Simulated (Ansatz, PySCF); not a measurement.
Process, species as SMILES: C=N (CH3N) → C=[N] + H atom (the H-N bond at the site shown breaks; other sites are not compared here)
Each molecule is optimised on its own at B3LYP-D3(BJ)/def2-TZVP (Ansatz, a quantum-chemistry and plane-wave program). Markedly spin-contaminated UHF reference, which strains HF, MP2 and, less, CCSD(T): C=[N].

Quantity: bond dissociation energy (enthalpy at 298 K, with B3LYP-D3(BJ) rigid-rotor harmonic-oscillator terms from PySCF), in eV. Cores are frozen in the correlated levels unless marked. Open shells are spin-unrestricted. Spin-orbit coupling is left out. No relativistic terms. FCI takes restricted orbitals. CBS(X,Y): correlation extrapolated as X^-3; Hartree-Fock from the larger set.

```
level                                        program  bond dissociation energy (eV)
------------------------------------  --------------  -----------------------------
HF-D3(BJ)/def2-TZVPD                   PySCF + dftd3                           2.56
revPBE-D3(BJ)/def2-TZVPD              Ansatz + dftd3                           3.59
BP86/def2-TZVPD                                PySCF                           3.77
r2SCAN-D4/def2-TZVPD                  Ansatz + dftd4                           3.57
B3LYP-D3(BJ)/def2-TZVPD               Ansatz + dftd3                           3.70
PBE0/6-31G*                                   Ansatz                           3.56
BHLYP-D3(BJ)/def2-TZVPD               Ansatz + dftd3                           3.60
M06-2X/def2-TZVPD                              PySCF                           3.79
LC-wPBE-D4/def2-TZVPD                 Ansatz + dftd4                           3.64
wB97X/def2-TZVPD                              Ansatz                           3.70
B2GP-PLYP-D4/def2-TZVPD               Ansatz + dftd4                           3.72
B2PLYP-D3(BJ)/def2-TZVPD              Ansatz + dftd3                           3.71
RI-MP2/def2-TZVPP                             Ansatz                           4.12
SCS-MP2/cc-pVDZ                               Ansatz                           3.90
SCS-MP2/def2-QZVPP                            Ansatz                           4.27
CCSD/cc-pVDZ                                  Ansatz                           3.49
CCSD/aug-cc-pVTZ                              Ansatz                           3.72
CCSD/cc-pVQZ                                  Ansatz                           3.75
CCSD(T)/6-31G*                                Ansatz                           3.28
FCI/STO-3G                                    Ansatz                           3.53
CCSD(T)/CBS(def2-TZVPPD,def2-QZVPPD)          Ansatz                           3.84
```
